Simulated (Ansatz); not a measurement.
trans-[VF2(H2O)4]+ (VO₄F₂H₈⁺). Charge 1, multiplicity 3. Geometry PBE-D4/def2-SVP; atoms count from 1.

```xyz
15

V     0.0000    0.0001   -0.0002
F    -0.4860    0.1810   -1.7275
F     0.4859   -0.1820    1.7272
O     1.1962   -1.6568   -0.5062
H     1.9609   -1.7972    0.0882
H     1.5495   -1.6402   -1.4187
O    -1.1942    1.6562    0.5136
H    -1.5351    1.6375    1.4308
H    -1.9670    1.7967   -0.0701
O    -1.6732   -1.2252    0.3385
H    -1.5891   -1.8788    1.0621
H    -2.0104   -1.7117   -0.4410
O     1.6711    1.2263   -0.3460
H     2.0085    1.7234    0.4267
H     1.5829    1.8709   -1.0773
```

Estimate the Mulliken populations from the PBE0/def2-TZVP orbitals of Ansatz.


```json
{"atom": "V1", "charge (e)": "1.06", "spin (α − β)": "2.05", "d electrons": "3.23"}
{"atom": "F2", "charge (e)": "-0.48", "spin (α − β)": "0.00", "d electrons": "–"}
{"atom": "F3", "charge (e)": "-0.48", "spin (α − β)": "0.00", "d electrons": "–"}
{"atom": "O4", "charge (e)": "-0.56", "spin (α − β)": "-0.01", "d electrons": "–"}
{"atom": "H5", "charge (e)": "0.39", "spin (α − β)": "0.00", "d electrons": "–"}
{"atom": "H6", "charge (e)": "0.39", "spin (α − β)": "0.00", "d electrons": "–"}
{"atom": "O7", "charge (e)": "-0.56", "spin (α − β)": "-0.01", "d electrons": "–"}
{"atom": "H8", "charge (e)": "0.39", "spin (α − β)": "0.00", "d electrons": "–"}
{"atom": "H9", "charge (e)": "0.39", "spin (α − β)": "0.00", "d electrons": "–"}
{"atom": "O10", "charge (e)": "-0.56", "spin (α − β)": "-0.01", "d electrons": "–"}
{"atom": "H11", "charge (e)": "0.39", "spin (α − β)": "0.00", "d electrons": "–"}
{"atom": "H12", "charge (e)": "0.39", "spin (α − β)": "0.00", "d electrons": "–"}
{"atom": "O13", "charge (e)": "-0.56", "spin (α − β)": "-0.01", "d electrons": "–"}
{"atom": "H14", "charge (e)": "0.39", "spin (α − β)": "0.00", "d electrons": "–"}
{"atom": "H15", "charge (e)": "0.39", "spin (α − β)": "0.00", "d electrons": "–"}
```
Mulliken values depend strongly on the basis.

Where does the spin sit?

Summed by element: V 2.05, F 0.00, O -0.06, H 0.01, of 2 unpaired in all. Largest on single atoms: V1 2.05, O7 -0.01, O4 -0.01.

And the Mayer bond orders between heavy atoms (over 0.3)?

V1–F2 0.88 (1.80 Å); V1–F3 0.88 (1.80 Å); V1–O4 0.36 (2.11 Å); V1–O7 0.36 (2.11 Å); V1–O10 0.35 (2.10 Å); V1–O13 0.35 (2.10 Å).
